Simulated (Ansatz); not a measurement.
A made-up structure of NaSnH3, singlet:

Na1  (-2.756, 0.365, 0.292)
Sn2  (0.110, -0.015, -0.012)
H3  (0.798, 0.412, -1.546)
H4  (0.711, -1.629, 0.190)
H5  (-4.660, -0.034, -0.021)
(Å)

It is relaxed with PBE-D4/def2-SVP and then PBE0-D4/def2-TZVP (Ansatz 0.2.0). Atoms count as bonded within 1.22 times the sum of their covalent radii (H–H: 0.88 Å). The end point is not checked to be a true minimum.

Question: Does its bonding change? (A judgement: the text doesn't fix the answer.)

Answer: By the calculation: Yes. Formed: Sn2–H5; broken: Na1–H5.

Where it ends: The first stage lowers the energy by 1.71 eV in 19 steps. It ends as NaSnH₃ ([Na][SnH3]):
```xyz
5
angstrom
Na -2.5721 1.4298 1.5768
Sn -1.1032 -0.2444 -0.2910
H -0.0233 0.5627 -1.3829
H -0.0552 -1.4462 0.3925
H -2.0416 -1.2022 -1.3917
```

Labels in which every atom is bracketed show which atoms are joined, not bond orders.

For scale, one of the runs: PBE0-D4/def2-TZVP relaxation, 100 basis functions, launched by `ansatz run in.yaml --threads 2 --pin off --events-out ev --progress --plain --max-ram 4352MiB`. The run took about 32 s on 2 CPU threads of an Arm Neoverse V2 (shared host).
